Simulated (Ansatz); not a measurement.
Isolated molecules relaxed with PBE0-D4/def2-TZVP in Ansatz; ΔE leaves out vibrations. CCSD(T)/CBS is the MP2 limit (def2-TZVPP, def2-QZVPP) plus CCSD(T) − MP2 in def2-TZVPP, frozen cores. Double bonds are as drawn, so ΔE can hold a change between cis and trans. Functionals use def2-TZVPP. B3LYP here is the variant with VWN-RPA as its local correlation; programs differ in this. For Ge outer-core shells are correlated without core-valence functions, which leaves a few kJ/mol of doubt a bond. Scalar relativity is left out up to krypton. One conformer a species, not always the lowest.

Reaction (formal exchange of groups at a Ge–F bond): `[F][GeH]([F])[Cl]` + `C/N=C(/O)C#N` → `N#[C][GeH]([F])[Cl]` + `C/N=C(/O)F`

```tsv
level	ΔE (kcal/mol)	difference from CCSD(T)/CBS
PBE-D4	20.2	0.4
r2SCAN-D4	20.0	0.2
PBE0-D4	18.7	-1.1
B3LYP-D4	19.9	0.1
ωB97X-V	17.9	-1.9
ωB97M-V	17.8	-2.0
B2PLYP	20.0	0.2
PBE	19.9	0.1
r2SCAN	20.0	0.2
PBE0	18.4	-1.4
B3LYP	19.5	-0.3
HF/def2-TZVPP	15.6	-4.2
MP2/def2-TZVPP	20.7	0.9
SCS-MP2/def2-TZVPP	19.9	0.1
CCSD/def2-TZVPP	18.0	-1.8
CCSD(T)/def2-TZVPP	18.7	-1.1
HF/def2-QZVPP	16.3	-3.5
MP2/def2-QZVPP	21.6	1.8
SCS-MP2/def2-QZVPP	20.8	1.0
HF/CBS(def2)	16.4	-3.4
MP2/CBS(def2)	21.8	2.0
CCSD/CBS(def2)	19.1	-0.7
CCSD(T)/CBS	19.8	0
```

Largest T1 diagnostic among the species: 0.014.

In def2-TZVPP, CCSD(T) changes the Hartree–Fock value by +3.1 kcal/mol (the triples alone add +0.7 kcal/mol) and MP2 by +5.1 kcal/mol. From PBE to PBE0 (25 % exact exchange), in def2-TZVPP and without D4, ΔE moves by −1.5 kcal/mol.
